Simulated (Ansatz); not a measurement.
`O[SiH](O)[SiH3]` + H₂ → `O[SiH2][SiH3]` + H₂O at 298.15 K and 1 bar (hydrogenolysis of the Si–O bond).

Program: Ansatz. Geometries: PBE0-D4/def2-TZVP. ΔE: electronic, gas phase. CBS: MP2 limit from def2 TZ/QZ plus the TZ coupled-cluster correction, frozen cores. This one scheme is used for every species. One conformer a species, not always the lowest.

```tsv
species	CCSD(T)/CBS energy (Eh)	H − E (kJ/mol)	S (J/(mol·K))
`O[SiH](O)[SiH3]`	-732.20558	185.2	346.4
H₂	-1.17544	35.1	130.4
`O[SiH2][SiH3]`	-656.96789	164.6	321.1
H₂O	-76.37941	66.4	188.7
```

H − E and S are ideal-gas, rigid-rotor, harmonic terms from PBE0-D4/def2-TZVP, for one conformer and one mirror image of each species. The MP2-based limit puts H₂ 0.8 mEh under its directly extrapolated value; such offsets cancel only in part. 1 Eh = 2625.50 kJ/mol, R = 8.31446 J/(mol·K).

**Question.** By hand: ΔE, ΔH, ΔS and ΔG.

**Answer.** ΔE = (-656.96789) + (-76.37941) − (-732.20558) − (-1.17544) = 0.03372 Eh = 88.5 kJ/mol. Δ(H − E) = 164.6 + 66.4 − 185.2 − 35.1 = 10.7, so ΔH = 99.2 kJ/mol. ΔS = 321.1 + 188.7 − 346.4 − 130.4 = 33.0 J/(mol·K). ΔG = 99.2 − 298.15 × (33.0)/1000 = 89.4 kJ/mol.

**Question.** By hand: the equilibrium constant, and the temperature at which ΔG would vanish if ΔH and ΔS stayed fixed.

**Answer.** log₁₀ K = −ΔG/(RT ln 10) = -15.7. ΔG = 0 at ΔH/ΔS = 3006 K, far beyond where these terms or the molecules hold.

ΔH outweighs TΔS. A doubt of 5 kJ/mol in ΔE shifts log₁₀ K by 0.9 here. Other conformers and mirror images would add mixing entropy, several J/(mol·K) or more a flexible species. These are equilibria of isolated gas molecules and say nothing of rates. Largest T1 diagnostic: 0.013 (customary marks: 0.02 for closed shells, 0.045 for open ones).
